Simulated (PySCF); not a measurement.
Gas-phase reaction: (H₂SiO)₃ + 2 O₃ → Si₃O₃ + 3 H₂O₂

Method: PySCF energies plus ideal-gas RRHO corrections (1 bar). † marks an energy on the PBE0/def2-TZVP geometry and frequencies; other levels use their own. 6-31G* has spherical d functions here. All species are closed-shell singlets. B3LYP is the form with VWN-RPA correlation. (H₂SiO)₃, Si₃O₃: computed as isolated molecules; such fragments, hydroxides, amides, oligomers or adducts are transient or little studied in the gas. Strong static correlation: O₃.

| level | ΔH°(298 K), kJ |
|---|---|
| B3LYP/def2-TZVP† | [?] |
| HF/6-31G* | [?] |
| HF/def2-TZVP† | -472 |
| LDA/def2-TZVP† | -175 |
| ωB97M-V/def2-TZVP† | -332 |

Problem. Fill in the missing entries.

Solution. 
- B3LYP/def2-TZVP†, ΔH°(298 K), kJ: -276
- HF/6-31G*, ΔH°(298 K), kJ: -450
